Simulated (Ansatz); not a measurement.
One change: `F[SiH](Cl)[NH][GeH3]` becomes `B[SiH](F)Cl`.

Ansatz, PBE0-D4/def2-TZVP geometries, multiplicity 1. Each molecule was computed in one conformer, which needn't be the lowest.

Scalar relativity is left out up to krypton.

```csv
property,`F[SiH](Cl)[NH][GeH3]`
size of the dipole moment (B3LYP/def2-TZVPP) / D,2.54
HOMO energy (PBE0/def2-TZVPP) / eV,-8.06
HOMO–LUMO gap (B3LYP/def2-TZVPP) / eV,7.62
LUMO energy (ωB97M-V/def2-TZVPP) / eV,1.74
LUMO energy (PBE0/def2-TZVPP) / eV,0.06
HOMO energy (ωB97M-V/def2-TZVPP) / eV,-10.36
```

(1) Give the same properties after the change, and the shifts. (An estimate is asked.)

## Answers

(1) Ansatz gave: 
```
                                        property  `B[SiH](F)Cl`  shift
size of the dipole moment (B3LYP/def2-TZVPP) / D           1.66  -0.88
              HOMO energy (PBE0/def2-TZVPP) / eV          -8.51  -0.45
           HOMO–LUMO gap (B3LYP/def2-TZVPP) / eV           5.22  -2.40
           LUMO energy (ωB97M-V/def2-TZVPP) / eV          -0.91  -2.65
              LUMO energy (PBE0/def2-TZVPP) / eV          -2.90  -2.96
           HOMO energy (ωB97M-V/def2-TZVPP) / eV         -10.67  -0.31
```

With PBE0 the HOMO falls by 0.45 eV and the LUMO falls by 2.96 eV, so the gap narrows by about 2.51 eV. PBE moves the HOMO by -0.56 eV and ωB97M-V by -0.31 eV. Dipoles are sizes alone; their direction can turn.

B3LYP here is the variant with VWN-RPA as its local correlation; programs differ in this.
